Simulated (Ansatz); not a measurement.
Geometry optimisation, Ansatz 0.2.0, RHF/def2-SVP.

Input file:

```yaml
crystal:
  periodic: [false, false, false]
  atoms:
    - { symbol: B, position_ang: [-0.188868, 0.625302, -0.420122] }
    - { symbol: "N", position_ang: [-0.051483, -0.257297, 2.194975] }
    - { symbol: H, position_ang: [-0.724695, -0.84745, 2.653167] }
    - { symbol: H, position_ang: [0.80706, -0.324439, 2.71523] }
    - { symbol: "N", position_ang: [1.127621, 0.232831, -0.77646] }
    - { symbol: H, position_ang: [1.336986, -0.69123, -1.094757] }
    - { symbol: H, position_ang: [1.938848, 0.73712, -0.494516] }
    - { symbol: "N", position_ang: [-1.313219, -0.15011, -0.807795] }
    - { symbol: H, position_ang: [-1.233017, -1.084611, -1.154682] }
    - { symbol: H, position_ang: [-2.25442, 0.125639, -0.634486] }
    - { symbol: Si, position_ang: [-0.531379, 2.457851, 0.27075] }
    - { symbol: H, position_ang: [-1.910174, 2.915023, -0.076912] }
    - { symbol: H, position_ang: [-0.426566, 2.611424, 1.75067] }
    - { symbol: H, position_ang: [0.408109, 3.47508, -0.285694] }
    - { symbol: H, position_ang: [-0.378604, 0.711367, 2.287531] }
basis:
  gaussian: { orbitals: def2-SVP }
hamiltonian:
  xc: hf
relax:
  f_tol: 0.03
  max_steps: 50
```

Launched with:

```bash
$ ansatz run input.yaml --threads 2 --pin off --max-ram 3072MiB --backend cpu --events-out ev --progress --plain --runs-dir out
```

**Question.** Where does it end, and by what steps?

**Answer.** The run ended unconverged. The force dipped under the threshold on the way, but the program's further checks kept it going. After 49 steps the energy has fallen by 0.488 eV; H13 moved furthest, 2.33 Å.

```
step  energy less start (eV)  largest force component (eV/Å)  accepted
   0                  0.0000                           1.267       yes
   2                 -0.2621                           0.229       yes
   4                 -0.3200                           0.168       yes
   6                 -0.3299                           0.233       yes
   8                 -0.3349                           0.040       yes
  10                 -0.3320                           0.506        no
  12                 -0.3370                           0.161       yes
  14                 -0.3392                           0.079       yes
  16                 -0.3438                           0.233       yes
  18                 -0.3720                           0.106       yes
  20                 -0.3818                           0.345       yes
  22                 -0.3949                           0.064       yes
  24                 -0.4009                           0.195       yes
  26                 -0.4077                           0.461       yes
  28                 -0.4280                           0.105       yes
  30                 -0.4443                           0.375       yes
  32                 -0.4606                           0.339       yes
  34                 -0.4708                           0.231       yes
  36                 -0.4760                           0.323       yes
  38                 -0.4799                           0.048       yes
  40                 -0.4776                           0.584        no
  42                 -0.4831                           0.037       yes
  44                 -0.4827                           0.373        no
  46                 -0.4855                           0.032       yes
  48                 -0.4868                           0.281       yes
  49                 -0.4879                           0.123       yes
```

```xyz
15
Properties=species:S:1:pos:R:3
B -0.394 1.263 -0.219
N 0.379 -1.792 2.297
H 0.058 -2.747 2.251
H 1.233 -1.796 2.829
N 0.870 0.756 0.145
H 0.974 -0.135 0.594
H 1.725 1.248 0.003
N -1.565 0.495 -0.005
H -1.529 -0.436 0.357
H -2.475 0.784 -0.288
Si -0.559 3.154 -1.014
H -1.791 3.315 -1.840
H -0.626 4.192 0.055
H 0.603 3.511 -1.878
H -0.296 -1.275 2.839
```

Run time: 87 s on 2 threads of Intel(R) Xeon(R) CPU @ 2.80GHz (Skylake/Cascade Lake), on a shared host, peak memory 0.3 GiB.
